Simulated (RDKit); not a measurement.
Input file for RDKit: UFF on CH3ClN2 (a complex).

```python
from rdkit import Chem
from rdkit.Chem import AllChem, rdDetermineBonds

blocks = [
'''2

N     0.21845922   -0.37646004   -0.16395709
N     1.10229885    0.08335934   -0.60762064
''',
'''5

C    -0.95224325   -0.66401562    3.07120465
Cl    0.43347248    0.45770305    3.28008228
H    -0.56513635   -1.63080820    2.76492467
H    -1.47201665   -0.74217836    4.02119842
H    -1.60693717   -0.25867683    2.30636400
''',
]
mol = None
for b in blocks:
    f = Chem.MolFromXYZBlock(b)
    rdDetermineBonds.DetermineBonds(f, charge=0)
    mol = f if mol is None else Chem.CombineMols(mol, f)
Chem.SanitizeMol(mol)
print(Chem.MolToSmiles(Chem.RemoveHs(mol)))
ff = AllChem.UFFGetMoleculeForceField(mol, vdwThresh=100.0, ignoreInterfragInteractions=False)
e = ff.CalcEnergy()
print(f'UFF energy {e:.6f} kcal/mol')
```

Output:

```
CCl.N#N
UFF energy 1.586736 kcal/mol
```

The run finished.

Cost: very roughly 0.04 core-seconds.
